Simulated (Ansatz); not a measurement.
`O[Si](O)(O)[TeH]`. The species carries charge 0 and has multiplicity 1. Te: def2 effective core potential. Geometry: relaxed with PBE0-D4/def2-TZVP. It is one conformer, not always the lowest.

```xyz
9

O    -1.020   -1.480   -0.567
Si    0.087   -0.376   -0.137
O     1.474   -0.982   -0.737
O     0.012   -0.215    1.489
Te   -0.195    1.902   -1.152
H    -1.883   -1.413   -0.156
H     2.243   -0.410   -0.731
H     0.409    0.570    1.869
H    -1.127    2.405    0.123
```

Question: What is the dipole moment at B3LYP/def2-TZVPP? (Best estimate.)

Answer: The calculation gave: 2.28 D, with components (0.34, 1.81, 1.36) D in this frame, pointing from negative to positive charge.

Question: And with PBE, r2SCAN, ωB97M-V? (Estimate.)

Answer: Computed: PBE 2.14 D, r2SCAN 2.23 D, ωB97M-V 2.30 D.

Question: Give the Mulliken charges with B3LYP, r2SCAN, ωB97M-V in def2-TZVPP. (Best estimate.)

Answer: Computed: 
```csv
atom,B3LYP,r2SCAN,ωB97M-V
O1,-0.36,-0.38,-0.35
Si2,0.67,0.69,0.64
O3,-0.35,-0.37,-0.34
O4,-0.36,-0.38,-0.34
Te5,-0.13,-0.16,-0.16
H6,0.19,0.20,0.18
H7,0.19,0.20,0.18
H8,0.19,0.21,0.18
H9,-0.03,-0.01,0.00
```

B3LYP here is the variant with VWN-RPA as its local correlation; programs differ in this.
